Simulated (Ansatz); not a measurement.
C2H9OPSi (`COC[SiH2]P`) from Hartree–Fock to CCSD(T)

```xyz
14

C     0.8412   -2.3626    0.8179
O     0.5412   -1.0069    1.0155
C     0.1605   -0.3597   -0.1738
Si   -0.2148    1.4523    0.2041
P    -0.7949    2.4372   -1.7446
H    -0.0280   -2.9115    0.4297
H     1.6744   -2.4889    0.1128
H     1.1249   -2.7817    1.7837
H     0.9585   -0.4180   -0.9320
H    -0.7269   -0.8402   -0.6186
H     1.0114    2.1342    0.6955
H    -1.2726    1.5443    1.2442
H    -2.1263    1.9405   -1.7182
H    -1.1486    3.6610   -1.1161
```

Charge 0, multiplicity 1. All single points use the PBE0-D4/def2-TZVP geometry. It is one conformer, not always the lowest. Frozen core, restricted reference, Ansatz 0.2.0. CBS rows extrapolate triple and quadruple zeta; past MP2 they add the triple-zeta difference.

```
     basis     HF (Eh)  MP2 corr.
def2-TZVPP  -785.57364   -0.86990
def2-QZVPP  -785.59989   -0.93266
```

Task: Estimate the CCSD correlation energy and the (T) correction in each basis where they were run (hartree).

Result: 
```csv
basis,CCSD corr.,(T)
def2-TZVPP,-0.93506,-0.03652
CBS(def2),-1.04432,as TZ
```
